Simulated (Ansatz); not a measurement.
Reaction (redistribution): `B[SiH](F)OC` + `[SiH3][CH2][GaH2]` → `B[CH2][GaH2]` + `CO[SiH](F)[SiH3]`

Computed with Ansatz on PBE0-D4/def2-TZVP structures; ΔE is electronic, products minus reactants. CBS: MP2 limit from def2 TZ/QZ plus the TZ coupled-cluster correction, frozen cores. DFT in def2-TZVPP. For Ga outer-core shells are correlated without core-valence functions, which leaves a few kJ/mol of doubt a bond. Scalar relativity is left out up to krypton. One conformer a species, not always the lowest.

CCSD(T)/CBS gives -48.9 kJ/mol.

Question: Another level gave -61.8 kJ/mol. Which?
A. ωB97M-V/def2-TZVPP
B. revPBE/def2-TZVPP
C. r2SCANh/def2-TZVPP
D. LDA (SPW92)/def2-TZVPP

Answer: B. revPBE -61.8, r2SCANh -57.2, ωB97M-V -50.8, LDA (SPW92) -69.5 kJ/mol.

Largest T1 diagnostic among the species: 0.012.

From PBE to PBE0 (25 % exact exchange), in def2-TZVPP and without D4, ΔE moves by +5.3 kJ/mol. Leaving LDA and LC-ωPBE aside and taking each functional with its dispersion term where it has one, the values, not all of them listed here, spread over 14.9 kJ/mol, from PBE-D4 to BHLYP-D4. LDA lies −5.5 kJ/mol from PBE without D4. In def2-TZVPP, CCSD(T) changes the Hartree–Fock value by −11.1 kJ/mol (the triples alone add −2.6 kJ/mol) and MP2 by −10.6 kJ/mol.
